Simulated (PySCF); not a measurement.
**What binds RbF: the parts of the energy along the bond**

State: ¹Σ⁺, singlet, closed shell. RHF-based CCSD(T) in PySCF 2.14 with Rb cc-pwCVDZ-X2C, F aug-cc-pVDZ-DK and Rb cc-pwCVTZ-X2C, F aug-cc-pVTZ-DK (frozen core orbitals: 15; spin-free X2C with a Gaussian nucleus). Correlation energies are extrapolated as n⁻³ (n = 2, 3), Hartree–Fock as (n+1)·exp(−9√n). CV is the change on freezing 14 orbitals instead, in Rb cc-pwCVTZ-X2C, F cc-pCVTZ-DK. All energies in eV from Rb + F.

```tsv
R (Å)	HF/CBS	CCSD corr.	(T)	CV	total
1.9906	-2.475	-1.925	-0.1710	-0.0094	-4.580
2.0811	-2.811	-1.892	-0.1682	-0.0087	-4.879
2.1716	-2.997	-1.864	-0.1662	-0.0082	-5.035
2.2620	-3.075	-1.839	-0.1647	-0.0078	-5.087
2.3525	-3.078	-1.818	-0.1638	-0.0075	-5.067
2.4656	-3.010	-1.796	-0.1632	-0.0072	-4.976
2.5787	-2.891	-1.778	-0.1630	-0.0070	-4.839
```

A fit to the total gives Re = 2.2778 Å, De = 5.088 eV, ωe = 378.0 cm⁻¹, Be = 0.2093 cm⁻¹ (masses 84.9118 and 18.9984 u).

At R = 2.2620 Å the CCSD correlation energy is -0.342107 hartree in the smaller basis and -0.465390 in the larger. Extrapolate it.

(3³·E3 − 2³·E2)/(3³ − 2³) = -0.51730 hartree; the larger basis holds 90.0 % of it.

The T1 diagnostic is 0.016. The open-shell atoms are computed with UHF. Spin–orbit coupling, excitations beyond (T) and corrections to the Born–Oppenheimer picture are left out.
